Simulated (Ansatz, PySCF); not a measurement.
Here is a job for PySCF.
```python
from pyscf import gto, scf, dft

mol = gto.M(
    atom='''
C     0.835192   -0.011737   -0.937763
C     2.084743   -0.177637   -0.169537
C    -0.254507    0.777394   -0.466430
H     0.677043   -0.663505   -1.782533
H     2.085227   -1.137528    0.358041
Cl   -1.350148   -0.283367    0.715905
H     2.948546   -0.189084   -0.835151
H     2.203159    0.612184    0.568440
H     0.023736    1.600461    0.184586
H    -0.977760    1.066592   -1.221389
''',
    basis='sto-3g',
    charge=0,
    spin=1,
    verbose=4,
)

mf = dft.UKS(mol)
mf.xc = 'blyp'
mf.grids.atom_grid = (99, 590)
mf.grids.prune = None
mf.kernel()
```

Problem. Convert this to an input for Ansatz (a first-principles code).

Solution. One answer among several that fit: 
Ansatz 0.2 input:
```yaml
crystal:
  periodic: [false, false, false]
  atoms:
    - {symbol: C, position_ang: [0.83519170, -0.01173686, -0.93776301]}
    - {symbol: C, position_ang: [2.08474253, -0.17763721, -0.16953693]}
    - {symbol: C, position_ang: [-0.25450716, 0.77739373, -0.46643008]}
    - {symbol: H, position_ang: [0.67704263, -0.66350502, -1.78253322]}
    - {symbol: H, position_ang: [2.08522732, -1.13752773, 0.35804127]}
    - {symbol: Cl, position_ang: [-1.35014793, -0.28336693, 0.71590498]}
    - {symbol: H, position_ang: [2.94854628, -0.18908383, -0.83515052]}
    - {symbol: H, position_ang: [2.20315945, 0.61218429, 0.56844018]}
    - {symbol: H, position_ang: [0.02373643, 1.60046062, 0.18458636]}
    - {symbol: H, position_ang: [-0.97775952, 1.06659151, -1.22138880]}
basis:
  gaussian:
    orbitals: STO-3G
hamiltonian:
  xc: blyp
magnetization: {spin_polarized: true, initial_magnetization: 1}
accuracy: high
```

Both were run: PySCF gave -571.496499 Eh and Ansatz -571.496499 Eh, 0.000 mEh apart.
